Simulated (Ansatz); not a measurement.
`S/C=C/c1ccc(/C=C/c2ccc(/C=C/c3ccc(/C=C/c4ccc(S)cc4)cc3)cc2)cc1` with charge -1. The state is a doublet with charge -1. Geometry PBE-D4/def2-SVP, that of the neutral singlet.

```xyz
60

S    10.169    4.923    9.299
C     8.795    4.144    8.522
C     8.616    4.143    7.174
C     7.536    3.484    6.445
C     7.427    3.683    5.044
C     6.410    3.095    4.296
C     5.435    2.264    4.906
C     4.344    1.628    4.181
C     4.059    1.750    2.851
C     2.960    1.123    2.130
C     2.039    0.221    2.724
C     0.997   -0.333    1.985
C     0.804   -0.025    0.611
C    -0.319   -0.619   -0.099
C    -0.683   -0.394   -1.396
C    -1.823   -0.966   -2.098
C    -2.716   -1.905   -1.519
C    -3.805   -2.397   -2.234
C    -4.078   -1.984   -3.566
C    -5.249   -2.515   -4.249
C    -5.689   -2.190   -5.499
C    -6.870   -2.708   -6.179
C    -7.198   -2.223   -7.470
C    -8.322   -2.673   -8.166
C    -9.173   -3.640   -7.589
S   -10.584   -4.168   -8.521
C    -8.861   -4.139   -6.304
C    -7.736   -3.681   -5.619
C    -3.177   -1.056   -4.150
C    -2.086   -0.566   -3.436
C     1.734    0.866    0.014
C     2.777    1.418    0.752
C     5.553    2.057    6.306
C     6.570    2.644    7.055
H     9.717    4.803   10.576
H     8.091    3.630    9.195
H     9.339    4.697    6.550
H     8.168    4.324    4.540
H     6.370    3.281    3.212
H     3.689    0.993    4.803
H     4.703    2.397    2.232
H     2.144   -0.049    3.785
H     0.297   -1.029    2.474
H    -0.933   -1.307    0.507
H    -0.077    0.305   -1.998
H    -2.551   -2.254   -0.489
H    -4.484   -3.121   -1.756
H    -5.829   -3.248   -3.662
H    -5.115   -1.449   -6.082
H    -6.547   -1.465   -7.934
H    -8.546   -2.270   -9.165
H   -11.062   -5.042   -7.593
H    -9.510   -4.896   -5.836
H    -7.525   -4.093   -4.621
H    -3.337   -0.713   -5.182
H    -1.407    0.157   -3.914
H     1.635    1.129   -1.050
H     3.481    2.108    0.262
H     4.815    1.410    6.808
H     6.620    2.443    8.135
```

Single mean-field runs in def2-SVP are fitted with def2-universal-jkfit.

**Question.** Estimate the α-spin orbital energies around the gap (eV) in Ansatz with PBE-D4/def2-SVP, PBE0-D4/def2-SVP.

**Answer.** 
```csv
orbital,PBE-D4/def2-SVP,PBE0-D4/def2-SVP
HOMO−5,-3.69,-4.71
HOMO−4,-3.52,-4.64
HOMO−3,-3.03,-4.05
HOMO−2,-2.53,-3.44
HOMO−1,-2.00,-2.74
HOMO,-0.36,-0.59
LUMO,0.09,0.47
LUMO+1,0.74,1.33
LUMO+2,0.89,1.69
LUMO+3,1.27,2.13
LUMO+4,1.30,2.17
LUMO+5,1.34,2.22
β HOMO,-1.89,-2.54
β LUMO,-0.20,0.44
```
